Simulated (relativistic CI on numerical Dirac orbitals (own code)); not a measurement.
**How well does a small relativistic CI reproduce K?**

Method of calculation: Dirac-Coulomb-Breit CI, orbitals from a KLI potential per configuration, model QED, valence Slater integrals scaled by 0.85, configuration energies shifted to the measured levels that pair with them (semi-empirical) (own radial code, finite nucleus).

Configuration list (outside the closed core [Ar]): 4s, 4p, 3d, 5p, 4d, 4f, 5s, 6s, 6p, 5d, 5g, 5f, 6d, 6g. Levels of other configurations are missing.

| Configuration | Term (tabulated) | J | Measured (cm⁻¹) | Computed | Error | Purity (%) |
| --- | --- | --- | --- | --- | --- | --- |
| 4s | 2S | 1/2 | 0.0 | 0 | 0 | 100 |
| 4p | 2P° | 1/2 | 12985.2 | 12992 | 7 | 100 |
| 4p | 2P° | 3/2 | 13042.9 | 13036 | -7 | 100 |
| 3d | 2D | 5/2 | 21534.7 | 21533 | -2 | 100 |
| 3d | 2D | 3/2 | 21537.0 | 21539 | 2 | 100 |
| 5p | 2P° | 1/2 | 24701.4 | 24704 | 2 | 100 |
| 5p | 2P° | 3/2 | 24720.1 | 24718 | -2 | 100 |

Measured levels from NIST Handbook of Basic Atomic Spectroscopic Data (Sansonetti and Martin, J. Phys. Chem. Ref. Data 34, 1559 (2005)); pairs were made by configuration, J and term (by order where the table uses no LS term), so strongly mixed levels may be paired wrongly.

Mean error by configuration (cm⁻¹): 4p 0; 3d 0; 5p 0. Over the excited levels the mean absolute error is 4 cm⁻¹ (6 of the 6 excited levels that our extract of the source holds in range could be paired), and the median relative error of those above 1,000 cm⁻¹ is 0.0097 %, both after the shifts were fitted to these levels, so that a configuration with one level shows no error.

Transition probabilities of persistent lines. The last column rescales the computed rate by the cube of measured over computed energy:

| λ measured (Å) | Lower | Upper | A tabulated (s⁻¹) | A computed | A rescaled |
| --- | --- | --- | --- | --- | --- |
| 4044.14 air | 4s ²S1/2 | 5p ²P°3/2 | 1.16e+06 | 2.55e+06 | 2.55e+06 |
| 4047.21 air | 4s ²S1/2 | 5p ²P°1/2 | 1.07e+06 | 2.42e+06 | 2.42e+06 |
| 7664.90 air | 4s ²S1/2 | 4p ²P°3/2 | 3.79e+07 | 4.59e+07 | 4.60e+07 |
| 7698.96 air | 4s ²S1/2 | 4p ²P°1/2 | 3.74e+07 | 4.55e+07 | 4.54e+07 |
| 11690.21 air | 4p ²P°1/2 | 3d ²D3/2 | 2.20e+07 | 2.29e+07 | 2.29e+07 |
| 11769.62 air | 4p ²P°3/2 | 3d ²D3/2 | 4.34e+06 | 4.53e+06 | 4.52e+06 |
| 11772.83 air | 4p ²P°3/2 | 3d ²D5/2 | 2.59e+07 | 2.72e+07 | 2.71e+07 |

Configurations whose levels could be paired with our table of measured levels were shifted onto them, all but the ground configuration, by the median error of their levels; single terms can still be off by 1,000 to 2,000 cm⁻¹ or more, and rates follow the energies as ν³ (E1, M1) or ν⁵ (E2). The others borrow a shift and can be off by several thousand cm⁻¹ or more. The fine structure of a lone outer electron comes out too small, for d and f at times inverted, and misplaced configurations move strength between like terms. 6 of the 6 excited levels that our extract of the measured tables holds in this range could be paired (the sources list more); they are missed by 4 cm⁻¹ on average and 7 at most, after the shifts were fitted to these levels, and levels without a partner can miss by more.

Shifts applied (cm⁻¹): 4s 0; 4p 1051; 3d 675; 5p 522.
